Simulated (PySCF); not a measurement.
A family of related molecules: H3E-E'H3. Gas-phase values, no solvent. Strings in code marks are SMILES.

The S1–T1 gap (TDA) from two functionals at the same geometries (B3LYP-D3(BJ)/def2-TZVP), both in PySCF: PBE-D3(BJ)/def2-TZVP and B3LYP-D3(BJ)/def2-TZVP. B3LYP has the VWN-RPA correlation part, as in Gaussian. Excitations are Tamm–Dancoff values on a coarser integration grid. The basis has no diffuse functions, so Rydberg states are missing or too high.

| species | PBE-D3(BJ)/def2-TZVP (eV) | B3LYP-D3(BJ)/def2-TZVP (eV) |
|---|---|---|
| `[SiH3][GeH3]` | 0.94 | 0.95 |
| `[SnH3][SnH3]` | 1.17 | 1.28 |
| `[BH3-][NH3+]` | 0.11 | 0.12 |
| `[NH3+][AlH3-]` | 0.15 | 0.17 |

Over these rows, drawn at random from the members with no instability flagged (it was tested for open shells, ions and some series alone), PBE minus B3LYP-D3(BJ): mean -0.04 eV, from -0.11 eV to 0.00 eV.
